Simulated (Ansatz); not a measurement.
Sn₂₃H₃₂. The state is a singlet with charge 0. Geometry PBE-D4/def2-SVP, basis def2-TZVP, Ansatz.

```xyz
55

Sn    4.358   -3.515    0.568
Sn    0.543   -4.321    3.102
Sn    4.292   -0.323   -2.901
Sn   -0.018    0.008   -5.051
Sn    0.239   -2.206   -0.989
Sn    1.874    0.142    2.771
Sn    1.553    1.979   -1.464
Sn   -2.194    1.323    1.110
Sn   -1.811   -0.859    5.166
Sn   -2.425    3.641   -2.893
Sn   -0.362    5.521    0.735
Sn    2.948   -2.630   -1.721
Sn   -0.973   -4.089    0.737
Sn    3.065   -5.306    2.317
Sn    0.728   -1.836    4.421
Sn   -1.332   -1.778   -3.303
Sn    2.705   -0.729   -5.304
Sn    0.019    2.532   -3.778
Sn   -3.471   -0.415    2.936
Sn   -3.793    1.908   -1.139
Sn    0.329    0.247    0.413
Sn   -1.663    3.736    2.473
Sn   -1.938    6.061   -1.530
H     5.852   -4.268    0.081
H     4.816   -2.140    1.531
H    -0.250   -5.421    4.202
H    -0.930    0.202   -6.527
H     3.535   -0.184    2.392
H     1.802    1.692    3.556
H     2.858    0.832   -2.146
H     2.681    3.174   -0.886
H    -2.595   -1.940    6.278
H    -1.624    0.666    5.979
H    -3.400    3.942   -4.308
H     1.092    4.744    0.177
H     0.132    6.985    1.528
H     2.893   -4.034   -2.766
H    -1.006   -5.633   -0.063
H    -2.624   -3.640    1.046
H     2.785   -6.827    1.524
H     4.027   -5.642    3.726
H     1.685   -2.019    5.867
H    -1.523   -3.305   -4.113
H    -2.929   -1.235   -2.873
H     2.656   -2.389   -5.843
H     3.266    0.168   -6.695
H     0.884    3.743   -4.689
H    -3.881   -1.907    2.151
H    -4.958    0.338    3.433
H    -4.279    0.449   -1.941
H    -5.234    2.713   -0.588
H    -0.674    3.418    3.865
H    -3.137    4.459    3.040
H    -1.147    7.200   -2.574
H    -3.445    6.769   -1.034
```

```csv
run,HOMO (eV),LUMO (eV)
A,-5.43,-3.56
B,-5.60,-3.49
C,-5.29,-3.45
D,-6.15,-2.95
```

In the def2 sets Sn takes a core potential; there is no spin–orbit coupling. Single mean-field runs in def2-TZVP are fitted with def2-universal-jkfit.

Problem. The runs used BLYP, PBE, PBE0, r2SCAN. Estimate which is which.

Solution. A PBE (0 % exact exchange); B r2SCAN (0 % exact exchange); C BLYP (0 % exact exchange); D PBE0 (25 % exact exchange). Exact exchange lowers occupied and raises empty levels; among semilocal functionals meta-GGAs tend to open the gap a little, and such runs are hard to tell apart. The gap grows from 1.83 eV (BLYP) to 3.20 eV (PBE0).
